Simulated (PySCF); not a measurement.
Mayer bond orders and bond lengths

Species: [CrO3S]2- (charge -2 and singlet state).
Structure used (PBE0-D3(BJ)/def2-SVP), in Å, numbered top down from 1:
```
atom  x, y, z in Å
Cr1    0.0490    0.0887    0.0405
O2     0.0508    0.0548    1.6412
O3     1.5595    0.1163   -0.4843
O4    -0.7058    1.4095   -0.4581
S5    -0.9536   -1.6693   -0.7392
```

Bond orders from the PBE0/pcSseg-1 (pcSseg-2 on Cr) density (PySCF). Whether so highly charged an anion holds all its electrons in the gas phase wasn't checked; a finite basis holds them in any case. The ion is multiply charged and computed without counter-ions or solvent. The pcSseg-1 basis has no diffuse functions, a weakness for an anion. The HOMO energy is positive at this level (+4.02 eV), so the outermost electrons may be held by the finite basis alone.

(1) Set the Mayer orders of the bonds beside their lengths.

(2) Sum the orders of all bonds at each heavy atom with more than one neighbour.

Answers

(1) 
```csv
bond,length (Å),Mayer order
Cr1–O2,1.601,1.795
Cr1–O3,1.599,1.797
Cr1–O4,1.601,1.795
Cr1–S5,2.169,1.340
```

(2) Cr1 6.727. Orders between atoms that aren't bonded are not in these sums.

For a closed shell the Mayer order of atoms A and B is Σ (PS)μν (PS)νμ over the basis functions μ on A and ν on B, with P the density and S the overlap matrix.
The closed-shell solution of the metal species wasn't tested for stability.
